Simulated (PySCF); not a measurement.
**Magnetisability and related constants of `C=C/C=N/N=C/C`, C5H8N2**

Method: PySCF, GIAO B3LYP/pcSseg-1 magnetisability, rotational g tensor and spin-rotation constants, non-relativistic, gas phase. Geometry: GFN2-xTB.

Input:
```
{"job": {"kind": "mag", "xc": "B3LYP", "basis": "pcSseg-1", "isotopologues": 2}, "charge": 0, "multiplicity": 1}
C      3.650470    -0.086349    -0.074332
C      2.500738     0.579660    -0.001080
C      1.221721    -0.061609     0.146490
N      0.158310     0.640217     0.169574
N     -1.038095     0.279275     0.443338
C     -2.014856    -0.014269    -0.299106
C     -3.372641    -0.203169     0.280040
H      4.593772     0.417099    -0.192143
H      3.682452    -1.162294    -0.019642
H      2.476457     1.658823    -0.058777
H      1.201585    -1.151314     0.228117
H     -1.911415    -0.132786    -1.380798
H     -3.741462    -1.203002     0.053191
H     -4.067917     0.513831    -0.155688
H     -3.343533    -0.066123     1.356869
```
Coordinates are in Å.

Command: `OMP_NUM_THREADS=1 python excited_run.py task.json out`

Problem. What does the run print?

Solution. Atoms count from 0.
```
coarse grid: 12520 points
cycle   1  E = -304.6454191211  dE =  1.003e+00  |g| = 4.073e-01  |ddm| = 3.546e+00
cycle   2  E = -304.6409890493  dE =  4.430e-03  |g| = 4.274e-01  |ddm| = 7.541e-01
cycle   3  E = -304.6867780911  dE = -4.579e-02  |g| = 9.323e-02  |ddm| = 3.942e-01
cycle   4  E = -304.6882137908  dE = -1.436e-03  |g| = 6.113e-02  |ddm| = 1.383e-01
cycle   5  E = -304.6890545042  dE = -8.407e-04  |g| = 1.307e-02  |ddm| = 4.766e-02
cycle   6  E = -304.6890869401  dE = -3.244e-05  |g| = 5.008e-03  |ddm| = 1.188e-02
cycle   7  E = -304.6890921863  dE = -5.246e-06  |g| = 1.403e-03  |ddm| = 4.231e-03
final grid: 121000 points
cycle   8  E = -304.7433106834  dE = -2.945e-05  |g| = 6.248e-03  |ddm| = 2.285e-02
cycle   9  E = -304.7433047475  dE =  5.936e-06  |g| = 7.974e-03  |ddm| = 1.212e-02
cycle  10  E = -304.7433193897  dE = -1.464e-05  |g| = 2.278e-03  |ddm| = 7.750e-03
cycle  11  E = -304.7433206360  dE = -1.246e-06  |g| = 3.954e-04  |ddm| = 1.994e-03
cycle  12  E = -304.7433206650  dE = -2.900e-08  |g| = 1.778e-04  |ddm| = 4.090e-04
cycle  13  E = -304.7433206716  dE = -6.612e-09  |g| = 4.740e-05  |ddm| = 1.587e-04
cycle  14  E = -304.7433206721  dE = -5.182e-10  |g| = 7.358e-06  |ddm| = 4.344e-05
converged SCF energy = -304.7433206721

Magnetisability tensor (1e-30 J/T^2)
     -798.93        8.34       24.48
        8.34     -842.75       24.72
       24.48       24.72    -1007.38
isotropic -883.02   principal values   -1013.49   -842.13   -793.44
isotropic susceptibility -53.177 1e-6 cm^3/mol

Inertial axes            a          b          c
rot. const./GHz     20.9605     0.9192     0.9056
chi total           -48.170    -50.583    -60.776
chi diamagnetic    -152.714  -1430.997  -1453.999
chi paramagnetic    104.544   1380.414   1393.223
quadrupole/D A        8.458     -2.653     -5.805
g nuclear            0.7441     0.5875     0.5893
g electronic        -1.0294    -0.5961    -0.5927
g total             -0.2854    -0.0086    -0.0034

Spin-rotation constants (kHz, H = +C I.J)
atom  isotope        aa         bb         cc
  3    14N        7.050      0.172      0.086
  4    14N        6.511      0.098      0.168
  7     1H        1.259     -0.067     -0.101
  8     1H       -2.043      0.076     -0.101
  9     1H       -1.999      0.090     -0.098
 10     1H       -1.704      0.075     -0.097
 11     1H       -1.848     -0.087      0.063
 12     1H       -1.743      0.007     -0.104
 13     1H       -0.993     -0.059     -0.069
 14     1H       -2.107     -0.101      0.022
  0    13C*       7.877      0.368      0.137
  1    13C*       8.236      0.428      0.158
  2    13C*       7.748      0.346      0.203
  5    13C*       7.543      0.179      0.334
  6    13C*       3.129      0.152      0.143
* in the singly substituted isotopologue

Isotopologues: g along a, b, c
2H    at 7,8,9,10,11,12    -0.1930    -0.0074    -0.0029
13C   at 0                 -0.2838    -0.0084    -0.0033
```

It took 24 s wall time on 1 thread of an Arm Neoverse V1, shared host, peak memory 0.73 GiB.
